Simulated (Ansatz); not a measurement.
The same path of GeH4O + H (7 atoms, charge 0, multiplicity 2) was run 3 times with different band settings. Lost on the way: Ge1–H2. Made: H2–H7.

The calculation used UHF/def2-SVP in Ansatz.

Relaxed end points:

```xyz
7
Properties=species:S:1:pos:R:3
Ge 0.030 -0.007 -0.326
H 0.145 0.222 1.188
H 1.407 -0.021 -0.984
H -0.864 1.080 -0.940
O -0.660 -1.602 -0.643
H -1.529 -1.770 -0.314
H 0.080 0.008 5.140
```

```xyz
7
Properties=species:S:1:pos:R:3
Ge -0.089 0.408 -0.891
H -0.004 -0.602 2.933
H 1.430 0.318 -1.086
H -0.843 0.153 -2.215
O -0.490 -0.865 0.276
H -1.408 -1.022 0.434
H 0.013 -0.480 3.671
```

Common settings: movable images 7; climbing image yes; optimiser quadratic models (default); start path through a guess of the saddle point; iteration limit 60; end points relaxed.

| run | spring | force threshold |
| --- | --- | --- |
| 1 | 5.0 eV/Å² | 0.03 eV/Å |
| 2 | 2.0 to 10.0 eV/Å², energy-weighted | 0.03 eV/Å |
| 3 | 5.0 eV/Å² | 0.5 eV/Å |

(1) What does each run give, and how far can it be trusted?

Answers

(1) Run 1: converged after 28 iterations, highest image 0.585 eV above the first end. A vibrational analysis at the climbing image gives one clearly imaginary mode, 1925i cm⁻¹: a first-order saddle point. Another band between the same ends, with other settings, climbed to 0.198 eV only, so this may not be the lowest route.
Run 2: converged after 13 iterations, highest image 0.558 eV above the first end. The order of the point at the top wasn't checked. Another band between the same ends, with other settings, climbed to 0.198 eV only, so this may not be the lowest route.
Run 3: converged after 7 iterations, highest image 0.198 eV above the first end. The threshold of 0.5 eV/Å is loose, so the images may lie well off the minimum-energy path. The order of the point at the top wasn't checked.
